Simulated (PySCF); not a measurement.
Sn(H)2(F)(NH2) (FH4NSn), SMILES [NH2][SnH2][F].

Geometry optimised at PBE0-D3(BJ)/def2-SVP. The def2 effective core potentials stand for the cores of Sn; spin–orbit coupling is left out. Other conformers were not sampled.

These are PBE0-D3(BJ)/def2-SVP run with PySCF values and carry that method's errors.

Frequencies are harmonic and unscaled.

Task: Estimate the vibrational spectrum. (An estimate is asked for; the answer gives what the named calculation found.)

Result: 
| mode | ν (cm⁻¹) | IR (km/mol) | Raman (Å⁴/amu) | depolarisation | moving atoms (share of kinetic energy) |
|---|---|---|---|---|---|
| 1 | 175 | 20.0 | 2.9 | 0.73 | F 42 %, N 32 %, H 13 %, Sn 13 % |
| 2 | 203 | 37.5 | 1.5 | 0.75 | H 93 % |
| 3 | 402 | 53.5 | 8.2 | 0.75 | H 90 % |
| 4 | 510 | 155.3 | 8.2 | 0.10 | H 59 %, N 40 % |
| 5 | 552 | 1.8 | 24.0 | 0.75 | H 96 % |
| 6 | 617 | 84.5 | 4.0 | 0.17 | F 84 %, Sn 14 % |
| 7 | 629 | 96.9 | 6.0 | 0.09 | H 47 %, N 40 %, Sn 12 % |
| 8 | 676 | 51.9 | 22.1 | 0.70 | H 93 % |
| 9 | 683 | 92.0 | 16.4 | 0.74 | H 85 %, N 13 % |
| 10 | 851 | 40.8 | 2.9 | 0.75 | H 88 %, N 10 % |
| 11 | 1539 | 13.7 | 3.7 | 0.74 | H 91 %, N 9 % |
| 12 | 1969 | 65.6 | 265.2 | 0.12 | H 100 % |
| 13 | 1982 | 168.1 | 79.0 | 0.75 | H 99 % |
| 14 | 3565 | 18.4 | 142.2 | 0.11 | H 96 % |
| 15 | 3668 | 25.5 | 81.5 | 0.75 | H 91 %, N 9 % |
